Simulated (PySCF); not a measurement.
C5H7F. Atoms are numbered in the order given.

```xyz
13

C      1.7940    -0.2046    -0.3111
C      0.4828     0.5224    -0.5777
C     -0.0628     1.4153     0.5290
C     -1.1216     0.6341     0.8026
C     -0.8145    -0.3274    -0.3200
F     -0.5957    -1.6448     0.0324
H      1.9816    -0.9675    -1.0832
H      1.7701    -0.7105     0.6654
H      2.6406     0.5006    -0.3160
H      0.5054     0.9967    -1.5762
H      0.2798     2.3767     0.9233
H     -1.9478     0.6926     1.5153
H     -1.5352    -0.3241    -1.1569
```

The structure is a stationary point at B3LYP-D3(BJ)/def2-SVP. The structure was generated by enumeration; whether it is a known compound was not checked.

Level of theory: PySCF with PBE0/def2-TZVP.

Gas-phase values at a fixed geometry.

Computed frontier levels, gap, dipole moment and polarisability:
```
Item                                                                                                           Result
---------------------------------------------------------------------------------------------  ----------------------
highest occupied level                                                                                       -7.70 eV
lowest empty level                                                                                           -0.19 eV
orbital gap                                                                                                   7.51 eV
dipole moment                                                                                                  1.84 D
quadrupole, principal values (traceless, Buckingham form, about the centre of nuclear charge)   -3.84, 1.08, 2.76 D·Å
mean static polarisability                                                                       57.1 bohr³ (8.47 Å³)
polarisability, principal values                                                               47.4, 58.4, 65.6 bohr³
```
